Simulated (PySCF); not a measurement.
Species: C4H10PSi (doublet state).
Atom-mapped SMILES: `[PH2:1][Si@@H:2]1[CH2:3][CH:4][CH2:5][CH2:6]1` (hydrogens: H7, H8 on P1; H9 on Si2; H10, H11 on C3; H12 on C4; H13, H14 on C5; H15, H16 on C6)

Geometry (GFN2-xTB, Å), atoms numbered from 1 in this order:
```
atom  x, y, z in Å
P1     2.5153   -0.2850    1.1445
Si2    0.9333    0.1137   -0.3980
C3    -0.3233    1.4772    0.1821
C4    -1.5932    0.8339   -0.1466
C5    -1.6450   -0.6027    0.2103
C6    -0.3795   -1.2781   -0.3777
H7     3.2918    0.8100    0.8084
H8     3.2452   -1.1293    0.3274
H9     1.4081    0.3829   -1.7668
H10   -0.1911    1.5873    1.2623
H11   -0.2054    2.4532   -0.2787
H12   -2.2110    1.2178   -0.9391
H13   -1.6063   -0.7136    1.2995
H14   -2.5550   -1.0855   -0.1468
H15   -0.0994   -2.1589    0.1999
H16   -0.5921   -1.6141   -1.3922
```

The hyperfine couplings belong to this conformer and change with its torsions.

Computed with UKS B3LYP, pcH-1 on C H P Si, non-relativistic, mean-field spin-orbit, GIAO in PySCF. Geometry: GFN2-xTB, one conformer, isolated molecule. A GFN2-xTB geometry isn't a minimum of the functional, and hyperfine couplings can be far from their values at a DFT geometry. Stability of the SCF solution: not tested.

Task: What is the g tensor, term by term?

Result: 
| Δg (ppm) | 1 | 2 | 3 |
| --- | --- | --- | --- |
| relativistic mass correction | -147 | -147 | -147 |
| gauge correction | 11 | 27 | 11 |
| orbital Zeeman/spin–orbit | -272 | 514 | 1042 |
| total | -408 | 395 | 907 |

So g = 2.00191, 2.00271, 2.00323 and g_iso = 2.00262; the tensor is rhombic: the two nearest values differ by 39 % of g3 − g1. 

Task: What are the electron Larmor frequencies g μB B/h along the three axes at 330 mT?

Result: 9.2463, 9.2501, 9.2524 GHz for g1, g2 and g3, a range of 6.1 MHz.

Task: At 94.3 GHz, how far is the centre of the isotropic spectrum from where a free electron (g = 2.002319) resonates?

Result: B = hν/(g μB) with μB/h = 13.99624 MHz/mT gives 3364.86 mT for the free electron and 3364.36 mT at g_iso, 0.50 mT lower.

Task: What effective moment and Curie constant follow for a powder?

Result: With the mean of g² = 4.0105 and S(S+1) = 0.75: μ_eff = √(⟨g²⟩S(S+1)) = 1.734 μB and χT = 0.12505·⟨g²⟩·S(S+1) = 0.376 cm³ K/mol (cgs; spin-Hamiltonian part alone).

Task: In a frozen sample, at which fields do the three g values resonate at 9.5, 34, 94 and 263 GHz (hyperfine left aside), and which band first spreads them over more than twice a line width of 1.0 mT?

Result: 
```json
{"band": "X", "GHz": "9.5", "B(g3) mT": "338.83", "B(g2) mT": "338.92", "B(g1) mT": "339.05", "spread mT": "0.22"}
{"band": "Q", "GHz": "34.0", "B(g3) mT": "1212.66", "B(g2) mT": "1212.97", "B(g1) mT": "1213.45", "spread mT": "0.80"}
{"band": "W", "GHz": "94.0", "B(g3) mT": "3352.64", "B(g2) mT": "3353.49", "B(g1) mT": "3354.84", "spread mT": "2.20"}
{"band": "J", "GHz": "263.0", "B(g3) mT": "9380.25", "B(g2) mT": "9382.65", "B(g1) mT": "9386.41", "spread mT": "6.16"}
```

The spread grows in proportion to the frequency. W band is the first where it exceeds 2.0 mT.

The Mulliken spin populations are largest on C4 (+0.96), Si2 (+0.08), C3 (-0.08) and C5 (-0.07). C4 is the only atom above +0.15. The positive populations add up to 1.19 and the negative ones to -0.19, together 2S = 1. The angles at C4 add up to 354.5°, so it is nearly planar; its axial dipolar tensor and the negative coupling of its proton fit spin in a p orbital normal to that plane.

The HOMO–LUMO gaps are 5.39 eV among the α and 5.65 eV among the β orbitals.
